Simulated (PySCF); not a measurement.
C4H3BF2.
Atom-mapped SMILES: `[CH2:1]=[CH:2][C:3]#[C:4][B:5]([F:6])[F:7]` (hydrogens: H8, H9 on C1; H10 on C2)

The closed-shell ground state was solved at several levels (PySCF, density fitting, gas phase, non-relativistic). Isolated species at its GFN2-xTB geometry, gas phase.

| level | basis functions | total energy (Eh) | HOMO (eV) | LUMO (eV) | gap (eV) | dipole (D) |
| --- | --- | --- | --- | --- | --- | --- |
| B3LYP/def2-SVPD | 170 | -378.5596 | -7.65 | -2.39 | 5.26 | 3.44 |
| PBE0/pcSseg-1 | 134 | -378.3685 | -7.86 | -2.16 | 5.70 | 3.40 |

Task: Estimate the row for B3LYP/pcJ-1, a basis of 219 functions; the other rows only guide the guess.

Result: Total energy -378.8381 Eh, HOMO -7.61 eV, LUMO -2.33 eV, gap 5.28 eV, dipole 3.40 D.

Task: Over all these levels, which gives the widest orbital gap and which the narrowest?

Result: PBE0/pcSseg-1 (global hybrid, 25 % exact exchange) has the widest, 5.70 eV, and B3LYP/def2-SVPD (global hybrid, 20 % exact exchange) the narrowest, 5.26 eV. Functional and basis both differ between the two, so the spread mixes both effects.

Task: How far do the dipole and the HOMO energy spread over the levels?

Result: The dipole runs from 3.40 to 3.44 D (mean 3.41 D) and the HOMO from -7.86 to -7.61 eV.
